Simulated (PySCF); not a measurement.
# Radial density of Zr⁺ (zirconium, charge +1)

UHF, [Kr] 4d2 5s1, high-spin 4F determinant. Calculation: PySCF 2.14, in cc-pVDZ-PP with ECP28MDF; a scalar-relativistic core potential. This is the valence pseudo-density: the core potential removes the inner electrons and smooths the orbitals near the nucleus.

```
r (bohr)  4πr²ρ (e/bohr)  4πr²(ρα − ρβ)
  0.0368       1.217e-05         0.0000
  0.0620       3.714e-05         0.0000
   0.104       0.0001439         0.0000
   0.175        0.001014         0.0001
   0.295         0.01590         0.0021
   0.496          0.4557         0.0395
   0.834           5.477         0.3837
    1.40           7.447         0.9757
    2.36           1.755         0.9845
    3.97          0.3956         0.3895
    6.68         0.02765         0.0277
    11.2       0.0001736         0.0002
```

Energies and moments cover only the electrons outside the core potential.
